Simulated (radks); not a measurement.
Problem. These are the eigenvalues of the occupied orbitals of an atom or ion with whole-number occupations (eV). All-electron calculation, scalar-relativistic Kohn-Sham, PBE, spin-polarised, spherical densities, finite nucleus; Fermi nuclear charge, rms radius of each element as measured or else 0.836 A^(1/3) + 0.57 fm. Program: a radial shooting solver on a logarithmic mesh with Libxc functionals.

1s up: -11770.94
1s down: -11770.84
2s up: -1537.356
2s down: -1537.303
2p up: -1354.372
2p down: -1354.311
3s up: -240.6332
3s down: -240.4667
3p up: -183.9870
3p down: -183.7875
3d up: -90.7297
3d down: -90.4144
4s up: -57.7659

Which element is it, and in what charge state? The configuration may be excited. Open shells, if any, are filled with parallel spins first.

Solution. Z = 33, arsenic, charge +4: As4+ in [Ar] 3d10 4s1. The list shows which subshells hold electrons but not how many an open one holds; the 1s level, -432.57 hartree, gives Z - s = 29.4 by -(Z - s)^2/2, which with screening and relativity narrows Z to a few neighbours, and the depths of the outer levels then fix element, charge and occupations together.
